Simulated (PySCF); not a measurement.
[ScH4]-, singlet: molecular constants

These are results of PySCF, PBE0, basis Sc def2-TZVPD, H def2-TZVPD (no relativity, density fitting), not measurements.

The structure is a minimum.

* Point group: Td
* Bond lengths: Sc–H 1.900 Å (×4)
* Bond angles: H–Sc–H 109.5° (×6)
* Heat capacity Cp at 298.15 K: 61.3 J/(mol K)
* Lowest empty level: 3.39 eV
* Rotational symmetry number: 12
* Principal polarisabilities: 70.0, 70.0, 70.0 bohr³
* Zero-point energy: 47.4 kJ/mol
* Principal quadrupole moments (Buckingham, traceless) about the centre of mass: 0.00, 0.00, 0.00 D Å
* Entropy at 298.15 K and 1 bar: 227.5 J/(mol K)
* Dipole moment about the centre of mass: 0.00 D
* Enthalpy at 298.15 K above 0 K: 12.91 kJ/mol
* Highest occupied level: -2.32 eV
* Rotational constants: 1.737, 1.737, 1.737 cm⁻¹

Harmonic modes (masses in u: Sc 44.956, H 1.008):
| symmetry | ω (cm⁻¹) | IR (km/mol, summed over degenerate members) | μ (u) | type |
| --- | --- | --- | --- | --- |
| e | 501 | 0.0 | 1.01 | bend |
| t2 | 507 | 1198 | 1.06 | bend |
| t2 | 1312 | 3371 | 1.04 | stretch |
| a1 | 1462 | 0.0 | 1.01 | stretch |

In Td the vibrations span e + 2t2 + a1. The a1, e modes carry no infrared intensity, as symmetry demands.

Charges (e); Mulliken and Löwdin values are unreliable with diffuse functions:
| atom | Mulliken | Löwdin | polar tensor | Mayer order to Sc1 |
| --- | --- | --- | --- | --- |
| Sc1 | -0.49 | 0.03 | 1.37 | – |
| H2,3,4,5 | -0.13 | -0.26 | -0.59 | 0.96 |

Mulliken populations on Sc1: s 7.02, p 13.13, d 1.32, f 0.02.

Formally Sc is in oxidation state +3, d0. The polar-tensor charge on Sc, 1.37, is far below the formal one.

Stability towards spin polarisation was not tested. Only a few start shapes were tried, so a lower isomer may exist. The lowest empty level of this anion is unbound, so it and the gap depend on the basis.

The final relaxation and frequency run took 12 s on 2 threads of a shared Arm Neoverse V2 host, with 84 basis functions and 6 gradients; the process peaked at 1.1 GiB. Launch command: `OMP_NUM_THREADS=2 python axn.py task.json out`.
